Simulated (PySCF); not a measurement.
Energy landscape of H6BN, singlet: internal rotation, threefold axis kept, other coordinates relaxed. Scanned: torsion (0 = eclipsed). Other coordinates (B-N length, H-B-N angle, H-N-B angle, B-H length, N-H length) were minimised at B3LYP/def2-TZVP.

RHF/LANL2DZ = restricted Hartree-Fock/LANL2DZ run with PySCF; RHF/cc-pVTZ (PySCF); CCSD(T) on RHF/cc-pVTZ, 2 core orbitals frozen (PySCF).

Energies relative to the lowest point of each profile, in kcal/mol:

| at / ° | RHF/LANL2DZ | RHF |
|---|---|---|
| 0 | 1.70 | 1.97 |
| 10 | 1.57 | 1.83 |
| 20 | 1.29 | 1.49 |
| 30 | 0.88 | 1.01 |
| 40 | 0.45 | 0.51 |
| 50 | 0.14 | 0.14 |
| 60 | 0.00 | 0.00 |

Task: What does CCSD(T) give at the same points?

Result: 0: 2.09; 10: 1.95; 20: 1.58; 30: 1.07; 40: 0.54; 50: 0.15; 60: 0.00 (kcal/mol).
